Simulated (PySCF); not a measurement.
**How methods differ on the ionisation energy of Se¹⁴⁺**

Se¹⁴⁺ [Ar] 3d2 (3F) → Se¹⁵⁺ [Ar] 3d1 (2D), as a difference of total energies. All numbers are calculated (PySCF 2.14, no relativity, point nucleus, in an uncontracted even-tempered set (17 s from 1.1 bohr⁻², ratio 2.5; 11 p from 1.4 bohr⁻², ratio 2.5; 8 d from 1.4 bohr⁻², ratio 2.5; 4 f from 4.9 bohr⁻², ratio 2.7; 4 g from 7.3 bohr⁻², ratio 2.7)). Correlated levels: outer shells: [Ne] frozen; virtual orbitals above 40 to 60 times the deepest correlated orbital energy dropped. The calculations carry no spin-orbit coupling.

```tsv
method	ionisation energy (eV)
UHF	473.84
LDA	474.41
PBE	474.47
PBE0	474.65
r2SCAN	475.28
B97-3	474.69
MN15	471.09
MP2 (outer shells)	474.06
SCS-MP2 (outer shells)	473.98
```

Q: How much does correlation contribute at MP2 (outer shells)?

A: 474.06 − (473.84) = 0.22 eV, measured against UHF.

A first-order spin-orbit estimate (lowest level to lowest level, LS coupling) adds 0.219 eV.

All relativistic terms are absent from these numbers, so their closeness to the reference says little about the methods.

For comparison: 473 ± 3 eV (theoretical estimate listed by NIST; NIST Atomic Spectra Database, ionization energies).
